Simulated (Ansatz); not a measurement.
Problem. Name a neutral molecule of Al, C and H with LUMO energy (B3LYP/def2-TZVPP) between -1.20 and -0.90 eV and HOMO–LUMO gap (B3LYP/def2-TZVPP) between 5.60 and 5.90 eV (Ansatz, PBE0-D4/def2-TZVP geometry).

Solution. `C[CH2][AlH][CH2]C` (-1.05 eV, 5.83 eV). Other molecules can fit too; these were computed, each in one conformer that needn't be the lowest.

B3LYP here is the variant with VWN-RPA as its local correlation; programs differ in this.
